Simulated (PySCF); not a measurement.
Dipole response of Ba (barium, neutral)

[Xe] 5d1 6s1, high-spin 3D determinant (an excited configuration). Calculation: PySCF 2.14, in aug-cc-pVQZ-X2C; scalar relativity by spin-free X2C-1e. Coupled (time-dependent) response in atomic units; α is the mean over directions.

```tsv
method	mean α (bohr³)	α xx, yy, zz	C₆ (like pair)	S(−4)
B3LYP	332.6	380.1, 380.1, 237.7	5068	255700
```

S(−4) is the Cauchy moment in α(ω) = α(0) + S(−4) ω² + …

Spin-orbit coupling is absent.

α(iu) at B3LYP:

```json
{"u (hartree)": "0", "α(iu) (bohr³)": "332.6"}
{"u (hartree)": "0.0500", "α(iu) (bohr³)": "186.4"}
{"u (hartree)": "0.100", "α(iu) (bohr³)": "105.6"}
{"u (hartree)": "0.200", "α(iu) (bohr³)": "47.27"}
{"u (hartree)": "0.300", "α(iu) (bohr³)": "28.71"}
{"u (hartree)": "0.500", "α(iu) (bohr³)": "15.64"}
{"u (hartree)": "0.750", "α(iu) (bohr³)": "9.606"}
{"u (hartree)": "1.00", "α(iu) (bohr³)": "6.625"}
{"u (hartree)": "1.50", "α(iu) (bohr³)": "3.746"}
{"u (hartree)": "2.00", "α(iu) (bohr³)": "2.440"}
{"u (hartree)": "3.00", "α(iu) (bohr³)": "1.317"}
{"u (hartree)": "5.00", "α(iu) (bohr³)": "0.6016"}
```

A single London oscillator, α(iu) = α/(1 + u²/ω²), gives C₆ = (3/4) ω α². Matching the computed C₆ needs ω = 4 × 5068 / (3 × 332.6²) = 0.0611 hartree.

The components differ because the open shell of this determinant is not spherical; for a pure term their mean is the scalar polarisability.

Spin-orbit coupling, absent here, splits the open shell strongly.
